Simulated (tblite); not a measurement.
Write Cartesian coordinates for InChI=1S/C5H10NSi/c1-4-2-5(3-4)6-7/h1,5-6H,2-3H2,7H3 as optimised with GFN2-xTB. (Doublet state.)

```
atom  x, y, z in Å
C1    -3.122   -0.269   -0.544
C2    -1.920   -0.176   -0.113
C3    -0.709    0.645   -0.499
C4     0.001    0.187    0.787
N5     1.302   -0.397    0.599
Si6    2.639    0.429   -0.102
C7    -1.132   -0.818    1.050
H8    -4.038   -0.772   -0.356
H9    -0.878    1.714   -0.607
H10   -0.224    0.259   -1.394
H11    0.014    0.983    1.546
H12    1.514   -1.052    1.338
H13    2.235    0.870   -1.437
H14    3.689   -0.585   -0.132
H15    3.096    1.609    0.651
H16   -0.852   -1.845    0.822
H17   -1.622   -0.770    2.020
```

Orientation and origin are arbitrary. Atoms count from 1 in this order. The 5 C–C bonds span 1.280 Å (C1=C2, drawn double) to 1.544 Å (C2–C7, drawn single), a spread of 0.264 Å. Of the pairs four or more bonds apart, Si6···H10 is among the closest relative to their van der Waals radii: 3.15 Å, 95 % of the sum of Bondi's values. C1 (carbon bonded to C and H) is bent (angle 141.7°). Si6 (silicon bonded to N and 3 H) is distorted tetrahedral (angles from 103.5° to 114.6°).

Bonds between heavy atoms (Å): C1=C2 1.280, C2–C3 1.514, C3–C4 1.539, C4–N5 1.438, N5–Si6 1.721, C4–C7 1.537, C2–C7 1.544.

Computed geometry: GFN2-xTB, gas phase. This method treats the open shell by occupation alone, without spin polarisation.

Point group: C1 (no symmetry element, even within 0.4 Å). Its GFN2-xTB frequencies are all real (lowest 56 cm⁻¹). Torsions: C3–C4–N5–Si6 61°, C1–C2–C3–C4 169°, C2–C3–C4–N5 127°, C3–C4–C7–C2 -9°, C1–C2–C7–C4 -169°.

One conformer stands for the species.
